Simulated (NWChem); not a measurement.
Species: CH$_{3}$BeBrS; SMILES [S]([Be][Br])C

```xyz
7

Be     0.3016     0.2246     0.0000
Br    -0.0256    -1.7147     0.0000
S      0.6449     2.0881     0.0000
C     -1.0720     2.8010     0.0000
H     -1.6234     2.5070    -0.8947
H     -0.9514     3.8860     0.0000
H     -1.6234     2.5070     0.8947
```
Atoms are numbered in this order, from 1.

Computed with NWChem. Pople sets run with spherical d functions. Medium grid unless said otherwise, to which SCAN and Minnesota functionals are sensitive. The geometry was optimised at B3LYP/6-31G* (spherical d).

Order these by “highest occupied level (eV)”, lowest first: B3LYP/6-31G*; M06-2X/6-31G*; LC-BLYP (range parameter 0.33 per bohr)/6-31G*; PBE/6-31G*.

LC-BLYP (range parameter 0.33 per bohr)/6-31G* (-9.40), M06-2X/6-31G* (-8.35), B3LYP/6-31G* (-6.91), PBE/6-31G* (-5.98)
